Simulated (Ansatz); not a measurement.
`C[O][GaH][SeH]` + H₂ → `C[O][GaH2]` + H₂Se at 400 K and 1 bar (hydrogenolysis of a Ga–Se bond).

Gas-phase electronic energies from Ansatz, PBE0-D4/def2-TZVP geometries. CCSD(T)/CBS is the MP2 limit (def2-TZVPP, def2-QZVPP) plus CCSD(T) − MP2 in def2-TZVPP, frozen cores. This one scheme is used for every species. For Ga, Se outer-core shells are correlated without core-valence functions, which leaves a few kJ/mol of doubt a bond. Scalar relativity is left out up to krypton. One conformer a species, not always the lowest.

| species | CCSD(T)/CBS energy (Eh) | H − E (kJ/mol) | S (J/(mol·K)) |
| --- | --- | --- | --- |
| `C[O][GaH][SeH]` | -4440.92521 | 181.6 | 397.4 |
| H₂ | -1.17544 | 38.0 | 139.0 |
| `C[O][GaH2]` | -2040.16771 | 169.3 | 328.4 |
| H₂Se | -2401.89790 | 49.4 | 229.5 |

H − E and S are ideal-gas, rigid-rotor, harmonic terms from PBE0-D4/def2-TZVP, for one conformer and one mirror image of each species. The MP2-based limit puts H₂ 0.8 mEh under its directly extrapolated value; such offsets cancel only in part. 1 Eh = 2625.50 kJ/mol, R = 8.31446 J/(mol·K).

Q: By hand: ΔE, ΔH, ΔS and ΔG.

A: ΔE = (-2040.16771) + (-2401.89790) − (-4440.92521) − (-1.17544) = 0.03504 Eh = 92.0 kJ/mol. Δ(H − E) = 169.3 + 49.4 − 181.6 − 38.0 = -0.9, so ΔH = 91.1 kJ/mol. ΔS = 328.4 + 229.5 − 397.4 − 139.0 = 21.5 J/(mol·K). ΔG = 91.1 − 400 × (21.5)/1000 = 82.5 kJ/mol.

Q: By hand: the equilibrium constant, and the temperature at which ΔG would vanish if ΔH and ΔS stayed fixed.

A: log₁₀ K = −ΔG/(RT ln 10) = -10.8. ΔG = 0 at ΔH/ΔS = 4237 K, far beyond where these terms or the molecules hold.

ΔH outweighs TΔS. A doubt of 5 kJ/mol in ΔE shifts log₁₀ K by 0.7 here. Other conformers and mirror images would add mixing entropy, several J/(mol·K) or more a flexible species. These are equilibria of isolated gas molecules and say nothing of rates. Largest T1 diagnostic: 0.015 (customary marks: 0.02 for closed shells, 0.045 for open ones).
